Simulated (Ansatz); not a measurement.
(1) Predict a relaxed structure of the cluster Zr2B2, charge 0, singlet, at PBE0-D4/def2-TZVP (Ansatz).

## Answers

(1) 
```xyz
4

Zr    0.289    0.837    1.230
Zr    1.131   -0.947   -0.347
B    -1.036   -0.500    0.013
B    -0.384    0.610   -0.896
```
Point group C2v (tolerance 0.1 Å). This is one stationary point.

In the def2 sets Zr takes a core potential; there is no spin–orbit coupling. The restricted singlet is unstable: a solution with broken spin symmetry lies lower. At PBE0-D4/def2-TZVP a triplet of charge 0 lies 0.23 eV below the restricted singlet, each at its own geometry. The structure comes from a short search, and lower isomers may exist.
